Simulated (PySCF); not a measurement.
Gas-phase reaction: 3 WO₂F₂ ⇌ WF₆ + W₂O₆

Energies from PySCF (xtb for GFN2), thermal terms from the rigid-rotor harmonic-oscillator model, ideal gas at 1 bar. † marks an energy on the PBE0/def2-TZVP geometry and frequencies; other levels use their own. MP2 and CCSD(T) freeze the core. All species are closed-shell singlets. W: scalar-relativistic def2 core potential, no spin-orbit coupling. WO₂F₂, W₂O₆: computed as isolated molecules; such fragments, hydroxides, amides, oligomers or adducts are transient or little studied in the gas. MP2 isn't extrapolated to the basis-set limit; its ΔH°(298 K) is 135.0 kJ in def2-SVP and 114.5 kJ in def2-TZVPP. CCSD(T) isn't extrapolated to the basis-set limit. The harmonic model lacks anharmonicity and excited electronic states, which grow with temperature; levels with a mode under 35 cm⁻¹ are left out. Soft modes under 120 cm⁻¹ make the harmonic entropy rough for W₂O₆. Warning, large T1 diagnostic: W₂O₆, WF₆, WO₂F₂ (CCSD(T)/def2-SVP†). Warning, point group unlike the PBE0 one: WO₂F₂ (GFN2-xTB).

ΔH° and ΔS° at 298 K: BLYP/def2-TZVP† 111 kJ, -213 J/K; CCSD(T)/def2-SVP† 94 kJ, -213 J/K; GFN2-xTB -353 kJ, -204 J/K; M06-2X/def2-TZVP† 69 kJ, -213 J/K; MP2/def2-SVP† 135 kJ, -213 J/K.

### Question
With the heat capacities included, give log10 K (1 bar) at 800, 1200, 1400, 1800, 2500 K from BLYP/def2-TZVP†, CCSD(T)/def2-SVP†, GFN2-xTB, M06-2X/def2-TZVP†, MP2/def2-SVP†.

### Answer
```csv
T (K),BLYP/def2-TZVP†,CCSD(T)/def2-SVP†,GFN2-xTB,M06-2X/def2-TZVP†,MP2/def2-SVP†
800,-18.1,-17.0,12.8,-15.3,-19.7
1200,-15.5,-14.7,5.5,-13.6,-16.5
1400,-14.7,-14.0,3.4,-13.1,-15.5
1800,-13.6,-13.0,0.6,-12.3,-14.2
2500,-12.4,-12.0,-2.0,-11.5,-12.9
```
